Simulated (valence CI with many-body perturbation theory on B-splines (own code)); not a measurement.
## Forbidden lines of Ho⁴⁴⁺

Level of theory: relativistic CI+MBPT: five valence electrons over a frozen Dirac-Fock core [Ar], radial functions for each j: 7 s, 7 p, 8 d, 6 f, 4 g, 1 h, with the one-electron correlation potential Σ1, the two-electron term Σ2, the three-electron term Σ3, Breit, model QED; selected CI, second order for the rest, scaled by the run's own slope (own B-spline code, finite nucleus).

No measured spectrum was set against this ion. As an estimate, large intervals hold to a few tenths of a per cent, small ones and those within an open d or f shell to about a per cent. Among the levels kept, up to 260 cm⁻¹ of a level comes from second order outside the variational space, and about a tenth of that is noise between levels of different J, which matters for small intervals. Only levels of the ground parity were solved; by the run's estimate the other parity begins above the list, which can be wrong where configurations are misplaced.

Lines 51 to 100 of 120 in falling wavelength, among levels below 192.67 eV, chosen from the decays that carry over 1 % of a level's rate. Wavelengths and rates use the calculated energies. Electric multipoles are in the length gauge, E1 and E2 with the static RPA response of the core. S is in atomic units (e²a₀⁴ for E2 and M2, e²a₀⁶ for E3), for M1 in squared Bohr magnetons. Weak lines are less certain than strong ones. Lines between different terms over intervals too small for the method are left out, as are lines whose strength nearly cancels.

Levels are named by their leading jj configuration (3d3/2^4 stands for four electrons in 3d with j = 3/2), which in mixed levels can hold well under half, so a name can repeat and another be missing. Letters in brackets count levels of one name in rising energy.

| λ vac (nm) | Upper | Lower | Type | A (s⁻¹) | S (a.u.) |
| --- | --- | --- | --- | --- | --- |
| 28.67 | (3d3/2^2 3d5/2^3) J=5/2 [a] | (3d3/2^3 3d5/2^2) J=5/2 [a] | M1 | 1.51e+06 | 7.91e+00 |
| 28.49 | (3d3/2^2 3d5/2^3) J=13/2 | (3d3/2^3 3d5/2^2) J=11/2 | M1 | 1.17e+05 | 1.40e+00 |
| 28.46 | (3d3/2^2 3d5/2^3) J=5/2 [c] | (3d3/2^3 3d5/2^2) J=7/2 [b] | M1 | 3.53e+05 | 1.81e+00 |
| 28.29 | (3d3/2^3 3d5/2^2) J=7/2 [a] | (3d3/2^4 3d5/2) J=5/2 | M1 | 3.50e+05 | 2.35e+00 |
| 28.08 | (3d3/2^2 3d5/2^3) J=1/2 [a] | (3d3/2^3 3d5/2^2) J=3/2 [a] | M1 | 6.73e+05 | 1.11e+00 |
| 27.45 | (3d3/2^3 3d5/2^2) J=3/2 [a] | (3d3/2^4 3d5/2) J=5/2 | M1 | 9.12e+05 | 2.80e+00 |
| 27.34 | (3d3/2^2 3d5/2^3) J=3/2 [a] | (3d3/2^3 3d5/2^2) J=3/2 [a] | M1 | 7.81e+05 | 2.37e+00 |
| 27.23 | (3d3/2 3d5/2^4) J=3/2 [a] | (3d3/2^2 3d5/2^3) J=5/2 [b] | M1 | 3.02e+05 | 9.04e-01 |
| 26.85 | (3d3/2 3d5/2^4) J=9/2 | (3d3/2^2 3d5/2^3) J=9/2 [b] | M1 | 4.95e+05 | 3.55e+00 |
| 26.73 | (3d3/2^2 3d5/2^3) J=7/2 [b] | (3d3/2^3 3d5/2^2) J=5/2 [b] | M1 | 1.63e+04 | 9.26e-02 |
| 26.55 | (3d3/2^2 3d5/2^3) J=5/2 [b] | (3d3/2^3 3d5/2^2) J=3/2 [a] | M1 | 1.25e+05 | 5.21e-01 |
| 26.45 | (3d3/2 3d5/2^4) J=3/2 [a] | (3d3/2^2 3d5/2^3) J=3/2 [a] | M1 | 9.45e+05 | 2.59e+00 |
| 26.40 | (3d3/2^2 3d5/2^3) J=9/2 [b] | (3d3/2^3 3d5/2^2) J=9/2 | M1 | 6.41e+05 | 4.37e+00 |
| 26.35 | (3d3/2^2 3d5/2^3) J=3/2 [b] | (3d3/2^3 3d5/2^2) J=1/2 | M1 | 7.90e+04 | 2.14e-01 |
| 26.26 | (3d3/2 3d5/2^4) J=11/2 | (3d3/2^2 3d5/2^3) J=13/2 | M1 | 2.18e+05 | 1.75e+00 |
| 25.83 | (3d3/2^2 3d5/2^3) J=5/2 [c] | (3d3/2^3 3d5/2^2) J=5/2 [b] | M1 | 2.18e+04 | 8.34e-02 |
| 25.82 | (3d3/2^2 3d5/2^3) J=5/2 [b] | (3d3/2^3 3d5/2^2) J=7/2 [a] | M1 | 2.89e+05 | 1.11e+00 |
| 25.79 | (3d3/2 3d5/2^4) J=3/2 [a] | (3d3/2^2 3d5/2^3) J=1/2 [a] | M1 | 7.15e+05 | 1.82e+00 |
| 25.62 | (3d3/2 3d5/2^4) J=7/2 [a] | (3d3/2^2 3d5/2^3) J=9/2 [a] | M1 | 6.61e+05 | 3.29e+00 |
| 25.24 | (3d3/2^2 3d5/2^3) J=7/2 [b] | (3d3/2^3 3d5/2^2) J=9/2 | M1 | 1.82e+05 | 8.68e-01 |
| 25.16 | (3d3/2^2 3d5/2^3) J=3/2 [b] | (3d3/2^3 3d5/2^2) J=5/2 [b] | M1 | 1.84e+05 | 4.34e-01 |
| 25.16 | (3d3/2^2 3d5/2^3) J=7/2 [c] | (3d3/2^3 3d5/2^2) J=7/2 [b] | M1 | 2.51e+05 | 1.19e+00 |
| 25.10 | (3d3/2 3d5/2^4) J=5/2 [a] | (3d3/2^2 3d5/2^3) J=5/2 [a] | M1 | 1.53e+06 | 5.37e+00 |
| 25.01 | (3d3/2^3 3d5/2^2) J=9/2 | (3d3/2^4 3d5/2) J=5/2 | E2 | 3.37e+01 | 2.94e-04 |
| 24.79 | (3d3/2 3d5/2^4) J=11/2 | (3d3/2^2 3d5/2^3) J=9/2 [a] | M1 | 2.61e+05 | 1.77e+00 |
| 24.65 | (3d3/2^2 3d5/2^3) J=7/2 [a] | (3d3/2^3 3d5/2^2) J=5/2 [a] | M1 | 2.07e+05 | 9.20e-01 |
| 24.37 | (3d3/2 3d5/2^4) J=7/2 [a] | (3d3/2^2 3d5/2^3) J=7/2 [a] | M1 | 5.47e+05 | 2.35e+00 |
| 24.14 | (3d3/2^2 3d5/2^3) J=9/2 [b] | (3d3/2^3 3d5/2^2) J=11/2 | M1 | 2.28e+05 | 1.19e+00 |
| 24.01 | (3d3/2^2 3d5/2^3) J=1/2 [b] | (3d3/2^3 3d5/2^2) J=1/2 | M1 | 3.48e+05 | 3.57e-01 |
| 23.94 | (3d3/2 3d5/2^4) J=11/2 | (3d3/2^2 3d5/2^3) J=11/2 | M1 | 8.93e+05 | 5.45e+00 |
| 23.69 | (3d3/2^3 3d5/2^2) J=5/2 [b] | (3d3/2^4 3d5/2) J=5/2 | M1 | 9.37e+03 | 2.77e-02 |
| 23.52 | (3d3/2^2 3d5/2^3) J=9/2 [b] | (3d3/2^3 3d5/2^2) J=7/2 [a] | M1 | 1.72e+05 | 8.31e-01 |
| 23.08 | (3d3/2^2 3d5/2^3) J=7/2 [c] | (3d3/2^3 3d5/2^2) J=5/2 [b] | M1 | 1.25e+05 | 4.54e-01 |
| 23.05 | (3d3/2^2 3d5/2^3) J=5/2 [d] | (3d3/2^2 3d5/2^3) J=5/2 [a] | M1 | 5.18e+05 | 1.41e+00 |
| 22.72 | (3d3/2^3 3d5/2^2) J=1/2 | (3d3/2^4 3d5/2) J=5/2 | E2 | 1.18e+02 | 1.28e-04 |
| 22.59 | (3d3/2^2 3d5/2^3) J=7/2 [b] | (3d3/2^3 3d5/2^2) J=7/2 [a] | M1 | 1.53e+04 | 5.24e-02 |
| 22.48 | (3d3/2^2 3d5/2^3) J=5/2 [c] | (3d3/2^3 3d5/2^2) J=3/2 [a] | M1 | 1.95e+05 | 4.93e-01 |
| 22.08 | (3d3/2 3d5/2^4) J=5/2 [a] | (3d3/2^3 3d5/2^2) J=3/2 [b] | M1 | 4.13e+04 | 9.90e-02 |
| 21.96 | (3d3/2^2 3d5/2^3) J=3/2 [b] | (3d3/2^3 3d5/2^2) J=3/2 [a] | M1 | 1.44e+05 | 2.26e-01 |
| 21.95 | (3d3/2^2 3d5/2^3) J=7/2 [c] | (3d3/2^3 3d5/2^2) J=9/2 | M1 | 2.56e+05 | 8.04e-01 |
| 21.94 | (3d3/2^2 3d5/2^3) J=5/2 [c] | (3d3/2^3 3d5/2^2) J=7/2 [a] | M1 | 4.12e+05 | 9.68e-01 |
| 21.84 | (3d3/2^3 3d5/2^2) J=7/2 [b] | (3d3/2^4 3d5/2) J=5/2 | M1 | 3.14e+04 | 9.70e-02 |
| 21.81 | (3d3/2^2 3d5/2^3) J=9/2 [c] | (3d3/2^3 3d5/2^2) J=7/2 [b] | M1 | 2.75e+05 | 1.06e+00 |
| 21.62 | (3d3/2^2 3d5/2^3) J=3/2 [a] | (3d3/2^3 3d5/2^2) J=5/2 [a] | M1 | 5.27e+05 | 7.89e-01 |
| 21.44 | (3d3/2^2 3d5/2^3) J=3/2 [c] | (3d3/2^3 3d5/2^2) J=3/2 [b] | M1 | 1.59e+05 | 2.32e-01 |
| 21.40 | (3d3/2 3d5/2^4) J=7/2 [a] | (3d3/2^2 3d5/2^3) J=5/2 [a] | M1 | 8.63e+04 | 2.51e-01 |
| 21.16 | (3d3/2 3d5/2^4) J=9/2 | (3d3/2^2 3d5/2^3) J=11/2 | M1 | 2.03e+05 | 7.13e-01 |
| 20.92 | (3d3/2 3d5/2^4) J=9/2 | (3d3/2^2 3d5/2^3) J=7/2 [a] | M1 | 2.73e+05 | 9.27e-01 |
| 20.48 | (3d3/2^2 3d5/2^3) J=5/2 [d] | (3d3/2^3 3d5/2^2) J=3/2 [b] | M1 | 2.10e+05 | 4.01e-01 |
| 20.33 | (3d3/2 3d5/2^4) J=3/2 [a] | (3d3/2^2 3d5/2^3) J=5/2 [a] | M1 | 1.96e+05 | 2.45e-01 |
